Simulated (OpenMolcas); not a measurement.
**How methods differ on CH4F2Si (SMILES C[SiH](F)F)**

The species is CH4F2Si (8 atoms), meant as a singlet with charge 0. As SMILES, `C[SiH](F)F`. The coordinates come from a PBE0-D4/def2-TZVP relaxation.

Quantity: the dipole moment, in D. The values are calculated.

```json
{"level": "HF/cc-pVDZ", "kind": "Hartree–Fock", "program": "OpenMolcas", "value (D)": "2.46", "CPU time": "9.8 s"}
{"level": "BLYP/cc-pVDZ", "kind": "GGA", "program": "OpenMolcas", "value (D)": "2.01", "CPU time": "40 s"}
{"level": "PBE/cc-pVDZ", "kind": "GGA", "program": "OpenMolcas", "value (D)": "2.05", "CPU time": "40 s"}
{"level": "M06-L/cc-pVDZ", "kind": "meta-GGA", "program": "OpenMolcas", "value (D)": "2.19", "CPU time": "48 s"}
{"level": "TPSS/cc-pVDZ", "kind": "meta-GGA", "program": "OpenMolcas", "value (D)": "2.02", "CPU time": "53 s"}
{"level": "r2SCAN/cc-pVDZ", "kind": "meta-GGA", "program": "OpenMolcas", "value (D)": "2.13", "CPU time": "47 s"}
{"level": "B3LYP/cc-pVDZ", "kind": "global hybrid", "program": "OpenMolcas", "value (D)": "2.15", "CPU time": "37 s"}
{"level": "PBE0/cc-pVDZ", "kind": "global hybrid", "program": "OpenMolcas", "value (D)": "2.21", "CPU time": "36 s"}
```

The values span 2.01 to 2.46 D. Magnitudes only. Times are those of the runs behind each value, whatever else they computed, on shared processors of several kinds: orders of magnitude only.
